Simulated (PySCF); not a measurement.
## Ionisation energy of Kr²⁺ by level of theory

Kr²⁺ [Ar] 3d10 4s2 4p4 (3P) → Kr³⁺ [Ar] 3d10 4s2 4p3 (4S), as a difference of total energies. Calculation: PySCF 2.14, in def2-QZVPPD (12s8p5d4f1g, 98 functions); no relativity, point nucleus. Correlated levels: valence: [Ar] 3d10 frozen; valence and next inner shell: [Ne] frozen. The calculations carry no spin-orbit coupling.

```json
{"method": "UHF", "ionisation energy (eV)": "34.285", "plus first-order spin-orbit estimate": "34.503", "difference from reference of that sum (eV)": "-1.335"}
{"method": "LDA", "ionisation energy (eV)": "35.792", "plus first-order spin-orbit estimate": "36.010", "difference from reference of that sum (eV)": "+0.172"}
{"method": "PBE", "ionisation energy (eV)": "35.484", "plus first-order spin-orbit estimate": "35.702", "difference from reference of that sum (eV)": "-0.136"}
{"method": "PBE0", "ionisation energy (eV)": "35.500", "plus first-order spin-orbit estimate": "35.718", "difference from reference of that sum (eV)": "-0.120"}
{"method": "r2SCAN", "ionisation energy (eV)": "35.575", "plus first-order spin-orbit estimate": "35.793", "difference from reference of that sum (eV)": "-0.045"}
{"method": "wB97M-V", "ionisation energy (eV)": "35.400", "plus first-order spin-orbit estimate": "35.619", "difference from reference of that sum (eV)": "-0.219"}
{"method": "r2SCAN0", "ionisation energy (eV)": "35.557", "plus first-order spin-orbit estimate": "35.775", "difference from reference of that sum (eV)": "-0.063"}
{"method": "revPBE", "ionisation energy (eV)": "35.404", "plus first-order spin-orbit estimate": "35.622", "difference from reference of that sum (eV)": "-0.216"}
{"method": "B97-3", "ionisation energy (eV)": "35.493", "plus first-order spin-orbit estimate": "35.711", "difference from reference of that sum (eV)": "-0.127"}
{"method": "MP2 (valence)", "ionisation energy (eV)": "35.115", "plus first-order spin-orbit estimate": "35.333", "difference from reference of that sum (eV)": "-0.505"}
{"method": "SCS-MP2 (valence)", "ionisation energy (eV)": "35.212", "plus first-order spin-orbit estimate": "35.430", "difference from reference of that sum (eV)": "-0.408"}
{"method": "MP2 (valence and next inner shell)", "ionisation energy (eV)": "35.259", "plus first-order spin-orbit estimate": "35.477", "difference from reference of that sum (eV)": "-0.361"}
{"method": "SCS-MP2 (valence and next inner shell)", "ionisation energy (eV)": "35.312", "plus first-order spin-orbit estimate": "35.530", "difference from reference of that sum (eV)": "-0.308"}
```

Reference: 35.838 ± 0.02 eV (measured; NIST Atomic Spectra Database, ionization energies).

A first-order spin-orbit estimate (lowest level to lowest level, LS coupling) adds 0.218 eV.

These non-relativistic numbers lack the scalar-relativistic shift.

Errors of the correlated levels include the incompleteness of this basis and the frozen core.
